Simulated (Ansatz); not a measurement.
Reactions of `BC1C=N1`.

Computed with Ansatz on PBE0-D4/def2-TZVP structures; ΔE is electronic, products minus reactants. CCSD(T)/CBS adds triple-zeta CCSD(T) − MP2 to the extrapolated MP2 energy (def2 sets, frozen cores). This one scheme is used for every species, atoms too. DFT in def2-TZVPP. B3LYP here is the variant with VWN-RPA as its local correlation; programs differ in this. No spin–orbit coupling; open shells (•) take unrestricted orbitals. Spin–orbit coupling would lower the free atoms: a little for B, C. For Ge, Se outer-core shells are correlated without core-valence functions, so the limit isn't a true one: a few kJ/mol of doubt a bond, and 10 to 20 or more in all where bonds break to atoms. Scalar relativity is left out up to krypton. Each species was taken in one conformer, which may not be the lowest.

```
                                                              reaction  CCSD(T)/CBS(def2) (eV)
                               `BC1C=N1` + `CNBN` → `BNBNC` + `C1=NC1`                       ?
                                     `BC1C=N1` → B• + 2 C• + 4 H• + N•                   32.08
                                 `BC1C=N1` + `C=N` → `C=NC1C=N1` + BH₃                    0.58
                             `BC1C=N1` + `BNCC` → `BN(B)CC` + `C1=NC1`                   -0.80
                 `BC1C=N1` + `FC([SiH3])S` → `BSC(F)[SiH3]` + `C1=NC1`                       ?
      `BC1C=N1` + `[SiH3][SiH2][SeH]` → `B[Se][SiH2][SiH3]` + `C1=NC1`                   -0.70
`BC1C=N1` + `[CH3][GeH]([NH2])[F]` → `B[NH][GeH]([CH3])[F]` + `C1=NC1`                   -1.21
                      `BC1C=N1` + `B[SiH2]O` → `B[SiH](B)O` + `C1=NC1`                    0.44
                                                  `BC1C=N1` → `BN=C=C`                   -1.89
                                     `BC1C=N1` + H₂S → `SC1C=N1` + BH₃                       ?
```

Q: Fill in the missing values. (Estimate.)

A: The calculation gave: `BC1C=N1` + `CNBN` → `BNBNC` + `C1=NC1`: -1.02 eV; `BC1C=N1` + `FC([SiH3])S` → `BSC(F)[SiH3]` + `C1=NC1`: -0.74 eV; `BC1C=N1` + H₂S → `SC1C=N1` + BH₃: +0.73 eV.

Largest T1 diagnostic: 0.017, for `BN=C=C`.
